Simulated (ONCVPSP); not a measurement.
# Transferability test, ONCV potential for carbon

| Item | Value |
| --- | --- |
| Element | C |
| Generator | ONCVPSP 4.0.1 |
| Type | optimised norm-conserving Vanderbilt (ONCV) |
| Functional | Wu-Cohen |
| Relativity | scalar-relativistic |
| Frozen core | [He] |
| Valence charge | 4 |
| Reference configuration | 2s2 2p2 |
| Partial waves | 2s: rc 1.05 bohr, ncon 4, nbas 7, qcut 6 1/bohr, local; 2p: rc 2.05 bohr, ncon 5, nbas 9, qcut 6.3 1/bohr, 2 projectors, debl 1.8 Ha; d scattering state at 0.02 Ha: rc 2.25 bohr, ncon 4, nbas 9, qcut 3.9 1/bohr, 2 projectors, debl 2.5 Ha |
| Local potential | the s channel |
| Core correction | polynomial model core, fcfact 0.5 |

Energies are relative to the spin-unpolarised reference configuration 2s2 2p2; without spin polarisation the order of configurations can differ from experiment.

```csv
valence configuration,charge,ΔE all-electron (eV),error AE − PS (meV)
2s2 2p1,+1,10.816,+27
2s1 2p0,+3,82.933,+517
```

(1) What are ΔE and the potential's error for 2s2 2p0?

(2) What are ΔE and the potential's error for 2s2 2p1.5?

Answers

(1) ΔE = 34.888 eV all-electron; the error (AE − PS) is +237 meV.

(2) ΔE = 3.942 eV all-electron; the error (AE − PS) is +4.0 meV.
